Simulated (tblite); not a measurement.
Species: C4H6FO2 (doublet state).
Geometry (GFN2-xTB, Å), atoms numbered from 1 in this order:
```
atom  x, y, z in Å
C1     2.8681   -0.9184    0.0074
O2     1.5345   -0.7902    0.0587
C3     0.9806    0.4282    0.0822
C4    -0.3485    0.6082    0.2052
F5    -0.8170    1.8831    0.1874
O6    -1.2691   -0.3477    0.3873
C7    -2.5734   -0.0828   -0.1062
H8     3.5020   -0.0567   -0.0879
H9     3.2230   -1.9209   -0.0986
H10    1.6239    1.2970    0.0235
H11   -3.1587   -0.9693    0.1250
H12   -2.5579    0.0811   -1.1877
H13   -3.0117    0.7891    0.3861
```

Calculated harmonic vibrations of the isolated species, GFN2-xTB (tblite), most abundant isotopes, no scaling. Errors from tens to a few hundred cm⁻¹ against measured bands are possible. One conformer, not necessarily the lowest. Open shells enter through the occupations alone, without spin polarisation, and single modes of such species can be off by tens of per cent.

Harmonic wavenumbers (cm⁻¹): 35.4, 108.6, 128.8, 157.0, 206.9, 251.3, 271.3, 366.3, 394.4, 436.0, 467.3, 611.1, 784.8, 858.4, 1019.7, 1054.6, 1112.4, 1132.0, 1137.0, 1177.6, 1281.4, 1317.6, 1365.2, 1400.3, 1458.8, 1467.7, 1683.4, 2950.9, 2970.4, 3045.7, 3058.0, 3117.7, 3205.8.

A = 6109, B = 1469, C = 1206 MHz; mass 105.035 u (most abundant isotopes); point group C1, symmetry number 1; spin multiplicity 2.

What is the zero-point energy?

Half the sum of the wavenumbers: 20017 cm⁻¹ = 239.45 kJ/mol.

Give the ideal-gas entropy at 298.15 K and 1 bar in the rigid-rotor, harmonic-oscillator model (classical rotation).

Translation 166.90, rotation 116.26, vibration 103.36, spin (R ln 2) 5.76: S = 392.3 J/(mol K).

And Cp and H(298.15 K) − H(0)?

Cp = 131.35 J/(mol K), of which vibrations give 98.09 (their classical limit is 33 R = 274.4); H(298.15 K) − H(0) = 25.86 kJ/mol without the zero-point energy, 15.95 from vibrations.

How do the functions run with temperature in this model?

| T (K) | S (J/(mol K)) | Cp (J/(mol K)) | H − H(0) (kJ/mol) | G − H(0) (kJ/mol) | ln q(vib) |
| --- | --- | --- | --- | --- | --- |
| 150 | 317.0 | 91.2 | 9.28 | -38.26 | 2.68 |
| 250 | 370.3 | 119.0 | 19.84 | -72.73 | 4.95 |
| 400 | 434.4 | 156.2 | 40.53 | -133.24 | 8.14 |
| 600 | 505.5 | 194.7 | 75.85 | -227.45 | 12.05 |
| 900 | 592.0 | 231.5 | 140.25 | -392.59 | 17.29 |

q(vib) and H(0) count from the zero-point level.

Which modes carry the vibrational entropy at 298.15 K?

35.4 cm⁻¹: 23.02; 108.6 cm⁻¹: 13.78; 128.8 cm⁻¹: 12.40; 157.0 cm⁻¹: 10.82; 206.9 cm⁻¹: 8.66; 251.3 cm⁻¹: 7.20 J/(mol K); the other 27 give 27.48 together.

Blend soft modes into free rotors: weight 1/[1 + (100 cm⁻¹/ν̃)⁴] for the oscillator and the rest for a rotor with moment μB/(μ + B), μ = h/(8π²ν), B = 10⁻⁴⁴ kg m². What vibrational entropy results?

95.38 J/(mol K) in place of 103.36, which changes −T·S at 298.15 K by +2.38 kJ/mol.

Hindered rotation and anharmonicity are outside this model. Other conformers, if any are populated, would add a mixing term that is left out. The structure is chiral; the term R ln 2 for an equal mix with its mirror image is left out.
